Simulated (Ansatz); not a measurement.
A made-up structure of GeH2F (charge +1), closed shell:

F1  (-0.882, -0.737, 1.222)
Ge2  (0.067, 0.056, -0.093)
H3  (-0.513, 0.348, -1.224)
H4  (1.328, 0.333, 0.095)
(Å)

It is relaxed with PBE-D4/def2-SVP and then PBE0-D4/def2-TZVP (Ansatz 0.2.0). Atoms count as bonded within 1.22 times the sum of their covalent radii (H–H: 0.88 Å). The end point is not checked to be a true minimum.

Task: Does its bonding change? (A judgement: the text doesn't fix the answer.)

Result: By the calculation: No: no bond forms or breaks.

Where it ends: The first stage lowers the energy by 1.62 eV in 5 steps. It ends as GeH₂F ([F][GeH2]), total charge +1:
```xyz
4
angstrom
F -0.8164 -0.6817 1.1309
Ge 0.0624 0.0522 -0.0864
H -0.7593 0.3243 -1.3368
H 1.5133 0.3053 0.2924
```

Labels in which every atom is bracketed show which atoms are joined, not bond orders.

For scale, one of the runs: PBE0-D4/def2-TZVP relaxation, 91 basis functions, launched by `ansatz run in.yaml --threads 2 --pin off --events-out ev --progress --plain --max-ram 4352MiB`. The run took about 7 s on 2 CPU threads of an Arm Neoverse V1 (shared host).
